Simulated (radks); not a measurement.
Results of a calculation; reference values are marked as such.
Question: The mean radii <r> (bohr) of the occupied orbitals of an atom or ion are listed with their occupations. Code: a radial shooting solver on a logarithmic mesh with Libxc functionals. Model: scalar-relativistic Kohn-Sham, PBE, spin-polarised, spherical densities, finite nucleus; Fermi nuclear charge, rms radius of each element as measured or else 0.836 A^(1/3) + 0.57 fm.

orbital  occ.      <r>
1s up       1  0.02971
1s down     1  0.02971
2s up       1   0.1285
2s down     1   0.1285
2p up       3   0.1122
2p down     3   0.1122
3s up       1   0.3486
3s down     1   0.3486
3p up       3   0.3471
3p down     3   0.3471
3d up       5   0.3244
3d down     5   0.3243
4s up       1   0.8481
4s down     1   0.8480
4p up       3   0.9219
4p down     3   0.9217
4d up       5    1.185
4d down     5    1.180
5s up       1    2.619
5s down     1    2.599
5p up       1    3.704

Name the element and its charge. Open shells, if any, are filled with parallel spins first.

Answer: Z = 49, indium, charge 0: In in [Kr] 4d10 5s2 5p1. The 1s radius gives Z: for a bare nucleus <r> = (2 gamma + 1)/(2Z) with gamma = sqrt(1 - (Z/c)^2), 0.02926 bohr for Z = 49, and screening makes it slightly larger (0.02971 here). The occupations add up to 49, and the charge is Z minus that.
